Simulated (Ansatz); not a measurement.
Abridged output of a molecular run in Ansatz:

```
Functional definition: HF
933 factors; integrals over basis functions are off by at most 5.6e-4 eV
mean field evaluation 1: about -124385.5652 eV, gradient 2.9e1 eV
mean field evaluation 2: about -124385.5692 eV, gradient 2.9e1 eV
mean field evaluation 4: about -124389.0588 eV, gradient 2.5e0 eV
mean field evaluation 8: about -124389.1837 eV, gradient 2.5e-1 eV
mean field -124389.18573314 eV, -4571.2182616746 hartree, gradient 7.8e-6 eV, S^2 0.758934; 0 other end points of the search recorded, 0 dependent functions left out
19 core orbitals not correlated: weight in the atoms' cores, before any rotation towards them, 1.000 or more for the frozen orbitals, at most 0.000 for the correlated occupied ones
reference -124389.18573314 eV, -4571.2182616746 hartree; 19, 18 occupied and 103, 104 virtual orbitals, 933 factors
second order -19.45304618 eV of doubles, -0.00000000 eV of singles
cycle   1  -18.83427220 eV  change    6.2e-1 eV  update   1.1e-1
cycle   2  -19.36648183 eV  change   -5.3e-1 eV  update   3.5e-2
cycle   3  -19.48167197 eV  change   -1.2e-1 eV  update   2.1e-2
cycle   4  -19.46734829 eV  change    1.4e-2 eV  update   7.4e-3
cycle   5  -19.46323135 eV  change    4.1e-3 eV  update   3.8e-3
cycle   6  -19.46554848 eV  change   -2.3e-3 eV  update   1.4e-3
cycle   7  -19.46544949 eV  change    9.9e-5 eV  update   6.0e-4
cycle   8  -19.46555815 eV  change   -1.1e-4 eV  update   2.4e-4
cycle   9  -19.46560538 eV  change   -4.7e-5 eV  update   1.1e-4
cycle  10  -19.46554423 eV  change    6.1e-5 eV  update   4.6e-5
cycle  11  -19.46557123 eV  change   -2.7e-5 eV  update   2.2e-5
perturbative correction -0.75480623 eV, -0.0277386175 hartree
Total energy: -124409.40611061 eV, -4571.9613468406 hartree
Checks for a lower state left out: cluster_reference
```

Its atoms:

Z-matrix (Å, degrees):
```
O
Ga 1 1.795
H 1 0.961 2 114.2
Br 2 2.313 1 116.0 3 180.0
```

Q: Which basis set was used?
A. cc-pV(Q+d)Z
B. def2-TZVPPD
C. def2-QZVPP
D. def2-TZVPP

A: D. It gives 141 functions.

Q: Write the keys of the input that set method, charge and spin (a neutral closed shell needs none for the last two).

A: 
```yaml
magnetization: {spin_polarized: true, initial_magnetization: 1}
correlation: {method: ccsd_t}
scf: {omitted_lower_state_checks: [cluster_reference]}
```
